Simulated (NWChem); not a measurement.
Species: BaBrF; SMILES [F][Ba][Br]

```xyz
3

Ba    -0.3040    -0.8875     0.0000
F      1.3309    -2.3955     0.0000
Br     0.1442     2.0360     0.0000
```
Atoms are numbered in this order, from 1.

All runs: NWChem. All runs use the structure optimised with PBE0/def2-SVP. No frequency run checked for a minimum. def2 effective core potentials on Ba; no spin-orbit coupling. Ions are spin-unrestricted doublets at the neutral geometry; other ion states weren't tried.

Q: Estimate the computed values for PBE/def2-SVP. Quantities: vertical ionisation energy, ΔSCF (eV); −ε(HOMO) (eV).

A: The vertical ionisation energy, ΔSCF (eV) comes out as 8.90 and the −ε(HOMO) (eV) is 5.53.
